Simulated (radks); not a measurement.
Results of a calculation; reference values are marked as such.
Question: These are the eigenvalues of the occupied orbitals of an atom or ion with whole-number occupations (eV). Code: a radial shooting solver on a logarithmic mesh with Libxc functionals. Model: Dirac Kohn-Sham, PBE, spin-unpolarised, spherical densities, finite nucleus; Fermi nuclear charge, rms radius of each element as measured or else 0.836 A^(1/3) + 0.57 fm.

| orbital | eigenvalue |
|---|---|
| 1s1/2 | -80662.29 |
| 2s1/2 | -14264.98 |
| 2p1/2 | -13685.62 |
| 2p3/2 | -11850.16 |
| 3s1/2 | -3406.766 |
| 3p1/2 | -3145.292 |
| 3p3/2 | -2740.252 |
| 3d3/2 | -2304.612 |
| 3d5/2 | -2217.548 |
| 4s1/2 | -780.4607 |
| 4p1/2 | -668.7433 |
| 4p3/2 | -571.6061 |
| 4d3/2 | -388.4583 |
| 4d5/2 | -370.3632 |
| 5s1/2 | -159.8314 |
| 4f5/2 | -135.4952 |
| 4f7/2 | -131.6774 |
| 5p1/2 | -123.2682 |
| 5p3/2 | -106.2897 |
| 5d3/2 | -55.9563 |
| 5d5/2 | -53.9661 |

Which element is it, and in what charge state? The configuration may be excited. Open shells, if any, fill j = l - 1/2 first.

Answer: Z = 79, gold, charge +4: Au4+ in [Xe] 4f14 5d7. The list shows which subshells hold electrons but not how many an open one holds; the 1s level, -2964.3 hartree, gives Z - s = 77.0 by -(Z - s)^2/2, which with screening and relativity narrows Z to a few neighbours, and the depths of the outer levels then fix element, charge and occupations together.
